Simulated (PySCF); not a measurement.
An unknown gives this computed stick spectrum. Method: PySCF, TDDFT CAM-B3LYP/def2-SVPD, vertical, gas phase, core orbitals frozen in the response. Geometries: PBE0-D3(BJ)/def2-SVP, one conformer each. Atoms past krypton carry core potentials; spin–orbit coupling is left out.

```csv
state,E (eV),f,"main configurations (H = HOMO, L = LUMO)"
S1,7.33,0.0006,"H→L+2 (20%), H→L+1 (19%), H-1→L+2 (14%)"
S2,7.35,0.0014,"H-1→L+2 (25%), H-1→L+1 (23%), H-2→L+2 (9%)"
S3,7.89,0.013,"H→L (77%), H-2→L (9%)"
S4,8.05,0.018,"H-1→L (71%), H-2→L (8%)"
S5,8.11,0.015,"H-2→L (60%), H-1→L (10%)"
S6,8.16,0.077,"H-2→L+1 (43%), H→L+1 (31%)"
```

Task: Which candidate is it?
A. `[CH3][Sn]([SiH3])([SiH3])[SiH3]`
B. `C1C[C@H](C[SiH2]1)Cl`
C. `[H]/N=C\[SiH2]N([SiH3])[SiH3]`

Result: B. Its S1, at 7.33 eV, is the highest among the candidates; the nearest of the others has S1 at 6.21 eV. S1 is HOMO→LUMO+2 (20%), HOMO→LUMO+1 (19%), HOMO-1→LUMO+2 (14%). Löwdin shares by element: HOMO chlorine 37%, carbon 27% or more, silicon 12% (atoms not listed hold the other 24%); LUMO silicon 18%, chlorine 11%, carbon 10% or more, hydrogen 9% or more (atoms not listed hold the other 52%). At the same level the other candidates give, for their lowest levels:
- `[CH3][Sn]([SiH3])([SiH3])[SiH3]`: 6.21 eV (f 0.042); 6.22 eV (f 0.038); 6.26 eV (f 0.005); 6.58 eV (f 0.012); 6.63 eV (f 0.007); T1 5.49 eV; HOMO -8.60, LUMO 0.49 eV
- `[H]/N=C\[SiH2]N([SiH3])[SiH3]`: 4.39 eV (f 0.000); 6.19 eV (f 0.002); 6.51 eV (f 0.004); 6.68 eV (f 0.004); 7.16 eV (f 0.042); T1 3.54 eV; HOMO -8.68, LUMO 0.12 eV
Triplets come from the Tamm–Dancoff approximation.
